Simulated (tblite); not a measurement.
Compound: C6H11F.
Numbering: `[CH2:1]=[C:2]([F:3])[CH2:4][CH:5]([CH3:6])[CH3:7]` (hydrogens: H8, H9 on C1; H10, H11 on C4; H12 on C5; H13, H14, H15 on C6; H16, H17, H18 on C7)

Computed with GFN2-xTB (tblite), gas phase: L-BFGS steps from a force-field or distance-geometry start until the largest atomic force falls under 0.01 eV/Å.

Step 1: E = -630.4357 eV
```
atom  x, y, z in Å  |  force x, y, z in eV/Å
C1      2.7001    0.3054   -0.5791    0.709   0.382  -0.585
C2      1.7835   -0.2817    0.1483   -0.570  -0.127   0.412
F3      2.0112   -1.5731    0.5414   -0.409   0.456  -0.019
C4      0.5047    0.3496    0.6403    0.092  -0.160  -0.087
C5     -0.7676   -0.3764    0.1553   -0.118  -0.030  -0.042
C6     -0.9091   -0.3233   -1.3697    0.033  -0.030   0.008
C7     -2.0020    0.2408    0.8159   -0.038   0.038   0.028
H8      2.5922    1.3323   -0.9074    0.021  -0.352   0.079
H9      3.5978   -0.2263   -0.8774   -0.217   0.197   0.071
H10     0.4692    1.4031    0.3295    0.120  -0.312  -0.093
H11     0.5206    0.3513    1.7328   -0.029  -0.153   0.059
H12    -0.7108   -1.4300    0.4617    0.070   0.107  -0.036
H13    -0.0825   -0.8403   -1.8542    0.049   0.082   0.039
H14    -1.8291   -0.8188   -1.6865    0.076   0.093   0.110
H15    -0.9347    0.7084   -1.7277    0.022  -0.132   0.093
H16    -2.9073   -0.2859    0.5137    0.104   0.019  -0.031
H17    -1.9324    0.1812    1.9004    0.031   0.013  -0.005
H18    -2.1125    1.2900    0.5374    0.056  -0.093  -0.003
```

Step 2: E = -630.4522 eV
```
atom  x, y, z in Å  |  force x, y, z in eV/Å
C1      2.7065    0.3098   -0.5852   -0.039  -0.156   0.041
C2      1.7808   -0.2798    0.1500   -0.029   0.208  -0.041
F3      2.0032   -1.5648    0.5413   -0.325   0.241   0.028
C4      0.5058    0.3439    0.6422   -0.041   0.089  -0.205
C5     -0.7706   -0.3766    0.1524   -0.008  -0.022   0.131
C6     -0.9077   -0.3222   -1.3691   -0.015  -0.153  -0.003
C7     -2.0034    0.2404    0.8192    0.056   0.077  -0.180
H8      2.5927    1.3249   -0.9057    0.004   0.047  -0.061
H9      3.5942   -0.2229   -0.8762    0.033   0.056  -0.019
H10     0.4715    1.3990    0.3271    0.105  -0.352  -0.048
H11     0.5199    0.3489    1.7326   -0.032  -0.164   0.115
H12    -0.7093   -1.4280    0.4614    0.037   0.055  -0.044
H13    -0.0816   -0.8389   -1.8536    0.059   0.069   0.037
H14    -1.8282   -0.8174   -1.6846    0.070   0.080   0.089
H15    -0.9343    0.7046   -1.7255    0.022   0.025   0.041
H16    -2.9048   -0.2852    0.5132    0.020  -0.017  -0.031
H17    -1.9320    0.1816    1.8986    0.039  -0.002   0.140
H18    -2.1114    1.2888    0.5371    0.044  -0.081   0.011
```

Task: Estimate the geometry and energy of step 3. (The exact step hangs on the optimiser's Hessian estimate; all steps are aligned on step 2, rigid shifts and turns removed.)

Result: E = -630.4613 eV, largest force 0.283 eV/Å
```
atom  x, y, z in Å  |  force x, y, z in eV/Å
C1      2.7080    0.3089   -0.5868   -0.151  -0.089   0.088
C2      1.7799   -0.2750    0.1494   -0.021   0.164  -0.071
F3      1.9942   -1.5570    0.5418   -0.262   0.087   0.062
C4      0.5056    0.3426    0.6400   -0.077   0.053  -0.035
C5     -0.7722   -0.3770    0.1530    0.065   0.005   0.072
C6     -0.9073   -0.3240   -1.3688    0.016  -0.065   0.041
C7     -2.0032    0.2414    0.8180    0.069  -0.004  -0.058
H8      2.5931    1.3222   -0.9059    0.008   0.123  -0.091
H9      3.5932   -0.2204   -0.8760    0.139  -0.026  -0.049
H10     0.4743    1.3915    0.3251    0.066  -0.167  -0.073
H11     0.5191    0.3451    1.7342   -0.026  -0.151   0.005
H12    -0.7080   -1.4262    0.4605    0.022  -0.014  -0.015
H13    -0.0802   -0.8371   -1.8527    0.076   0.035   0.025
H14    -1.8267   -0.8154   -1.6823   -0.001   0.021   0.047
H15    -0.9338    0.7032   -1.7238    0.022   0.039   0.034
H16    -2.9033   -0.2851    0.5124   -0.007  -0.024  -0.033
H17    -1.9311    0.1818    1.8998    0.028   0.004   0.065
H18    -2.1102    1.2870    0.5370    0.034   0.006  -0.013
```

The energy changes by -0.0091 eV. The first-order estimate −F·Δx gives -0.0121 eV and the mean of the old and new forces, exact on a quadratic surface, -0.0091 eV. The step makes an angle of 32° with the force vector and moves no atom by more than 0.012 Å.

What follows is the cost of the whole relaxation. Time: 0.72 s of wall time. Hardware: one thread, Arm Neoverse N1 (aarch64), no GPU, on a shared host.
